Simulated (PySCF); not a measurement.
Level of theory: UPBE0 in PySCF with Ru def2-SVP with ECP28, S def2-SVP; scalar-relativistic core potentials, no spin–orbit coupling; density-fitted integrals.

```xyz
3
charge 0 multiplicity 5, angstrom
Ru    0.0000    0.0000   -0.4627
S     1.7159    0.0000    0.7384
S    -1.7159    0.0000    0.7384
```

RuS2 (quintet), along the line from Ru1 (at 0) through S2 (at 2.095 Å). Core electrons replaced by a potential are absent, the electrostatic potential uses the reduced nuclear charge, and values within about 0.7 Å of such atoms have no physical meaning.

Tabulate the fields along this line at 0.73, 0.84, 0.94, 1.05, 1.15, 1.26, 1.36, 1.47, 1.57, 1.68, 1.78, 1.89, 1.99, 2.20, 2.30, 2.41, 2.51, 2.62, 2.72, 2.83, 2.93, 3.04, 3.14, 3.25, 3.35 Å.


```csv
distance (Å),electron density (e/Å³),spin density (e/Å³),electron localisation function,electrostatic potential (V)
0.73,2.54,0.207,0.495,44
0.84,1.6,0.105,0.372,29.6
0.94,1.17,0.0444,0.346,21.7
1.05,1.02,0.00708,0.447,18.2
1.15,1.03,-0.0177,0.628,18.3
1.26,1.13,-0.0357,0.74,22.2
1.36,1.26,-0.0483,0.69,30.5
1.47,1.38,-0.0529,0.366,45.3
1.57,1.67,-0.0457,0.099,69.6
1.68,3.47,-0.0244,0.146,111
1.78,14,-0.000339,0.721,190
1.89,57.8,-0.0333,0.858,394
1.99,174,-0.217,0.291,1240
2.20,175,-0.154,0.295,1240
2.30,58.2,-0.0156,0.86,393
2.41,14,-0.000188,0.713,189
2.51,3.44,-0.0137,0.148,110
2.62,1.6,-0.0263,0.108,68.4
2.72,1.21,-0.0316,0.394,43.6
2.83,0.978,-0.0303,0.766,28
2.93,0.747,-0.0252,0.873,18
3.04,0.538,-0.0192,0.885,11.6
3.14,0.372,-0.0137,0.869,7.46
3.25,0.253,-0.00942,0.832,4.78
3.35,0.171,-0.00636,0.772,3.03
```

On a grid of 0.10 Å the density has a local minimum along the bond near 1.05 Å from Ru, at 1.02 e/Å³, where the ELF is 0.45.

With open d or f shells other occupations or spin states may lie lower.
